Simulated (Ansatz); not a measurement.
Consider the silylene formation by 1,1-elimination: `C[Se]C[SiH3]` → `C[Se]C` + `[SiH2]`.

Computed with Ansatz on PBE0-D4/def2-TZVP structures; ΔE is electronic, products minus reactants. CBS: MP2 limit from def2 TZ/QZ plus the TZ coupled-cluster correction, frozen cores. This one scheme is used for every species. Functionals use def2-TZVPP. For Se outer-core shells are correlated without core-valence functions, which leaves a few kJ/mol of doubt a bond. Scalar relativity is left out up to krypton. Each species was taken in one conformer, which may not be the lowest.

(1) Is it downhill or uphill in electronic energy at CCSD(T)/CBS, and by how much? (An estimate is asked.)

(2) What do these levels give: B97M-V, PBE0-D4, ωB97X-V, PBE, BLYP, CCSD/def2-TZVPP? (Best estimate.)

Largest T1 diagnostic among the species: 0.014.

## Answers

(1) Computed: Uphill: ΔE = +233.6 kJ/mol.

(2) Computed: B97M-V 224.3, PBE0-D4 242.7, ωB97X-V 241.0, PBE 225.9, BLYP 198.2, CCSD/def2-TZVPP 220.9 kJ/mol.

In def2-TZVPP, CCSD(T) changes the Hartree–Fock value by +17.4 kJ/mol (the triples alone add +5.2 kJ/mol) and MP2 by +38.7 kJ/mol. From BLYP to BHLYP (50 % exact exchange), in def2-TZVPP and without D4, ΔE moves by +24.9 kJ/mol. At CCSD(T), def2-SVP lies −19.0 kJ/mol from the extrapolated value and def2-TZVPP −7.4 kJ/mol.
